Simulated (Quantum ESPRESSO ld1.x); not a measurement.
Question: Species: neutral gadolinium. Configuration: [Xe] 4f7 5d1 6s1 6f1 (not the ground configuration). Calculated with ld1.x of Quantum ESPRESSO 7.5: scalar-relativistic Kohn-Sham, LDA (Slater exchange, VWN5 correlation), spin-polarised, spherical densities, point nucleus; open shells are filled with parallel spins first. Some entries of the table are withheld. Estimate them.

orbital,occ.,eigenvalue (hartree),<r^2> (bohr^2),<r> (bohr)
1s up,1,-1839.73,0.0006556,0.02192
1s down,1,-1839.73,0.0006556,0.02192
2s up,1,-303.929,0.01029,0.09334
2s down,1,-303.924,0.01029,0.09334
2p up,3,-270.595,0.008287,0.08239
2p down,3,-270.591,0.008287,0.08239
3s up,1,-67.5176,0.06844,0.2448
3s down,1,-67.4171,0.06833,0.2446
3p up,3,-57.1912,0.06860,0.2433
3p down,3,-57.0915,0.06846,0.2431
3d up,5,-43.5203,0.05762,0.2214
3d down,5,-43.4419,0.05745,0.2211
4s up,1,-13.7961,0.3455,0.5532
4s down,1,-13.5740,0.3456,0.5533
4p up,3,-10.3902,0.3901,0.5856
4p down,3,-10.1703,0.3905,0.5858
4d up,5,-5.67760,0.4695,0.6362
4d down,5,-5.46180,0.4717,0.6374
5s up,1,-2.06174,1.977,1.325
5s down,1,-1.93934,2.029,1.343
5p up,3,-1.22636,2.731,1.550
5p down,3,-1.12661,2.825,1.577
4f up,7,-0.57685,0.9490,0.8529
4f down,0,-0.38376,1.076,0.8955
6s up,1,-0.32062,14.42,(1)
5d up,1,-0.29111,7.552,2.521
6s down,0,-0.26910,15.93,(2)
5d down,0,-0.22748,8.480,2.655
6f up,1,-0.01414,(3),27.45
6f down,0,-0.01154,(4),24.86

Answer: 
(1) 6s up <r> (bohr): 3.584
(2) 6s down <r> (bohr): 3.755
(3) 6f up <r^2> (bohr^2): 861.2
(4) 6f down <r^2> (bohr^2): 765.0
